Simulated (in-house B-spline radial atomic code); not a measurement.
A run on Sn (an excited or competing configuration) that did not converge. Method: scalar-relativistic (X2C) wB97X, spin-polarised, spherical fractional occupations, exact exchange averaged over the configuration, Fermi nucleus of rms radius 4.6519 fm; computed with an all-electron radial atomic-structure program (B-spline basis).

Command:
```bash
python run_scf.py task.json out
```
Settings (nuclear radius in fm, mass in u):
```
Z                50
configuration    [Kr] 4d9 4f1 5s2 5p2
hamiltonian      x2c
method           wb97x
spin_polarised   True
nucleus          fermi
rms_radius       4.6519
atomic_mass      119.9022
speed_of_light   137.035999084
exact_exchange   averaged over the configuration
```

First and last ten iterations of the last attempt (damped for 15 steps, keeping 80 % of the old Fock matrix, then DIIS):
```
 iter        energy (Eh)    residual
    1       -6173.022894    4.74e-01
    2       -6173.283805    2.18e-01
    3       -6175.067584    1.28e-01
    4       -6175.387357    8.19e-02
    5       -6175.523839    5.22e-02
    6       -6175.581925    3.33e-02
    7       -6175.605803    2.12e-02
    8       -6175.616422    1.35e-02
    9       -6175.620413    8.61e-03
   10       -6175.621893    6.40e-03
  111       -6175.623464    1.75e-03
  112       -6175.623466    1.70e-03
  113       -6175.623430    1.63e-03
  114       -6175.623436    1.62e-03
  115       -6175.623096    2.86e-03
  116       -6175.623612    9.54e-04
  117       -6175.623599    6.94e-04
  118       -6175.623649    1.46e-03
  119       -6175.623669    1.57e-03
  120       -6175.623582    1.41e-03
 not converged after 120 iterations
```

The smallest residual met was 6.9e-04; the threshold is about 5e-07. No energy from this run should be used. Time taken, with all properties: 43 s on 1 thread of Arm Neoverse V1, on a shared host.
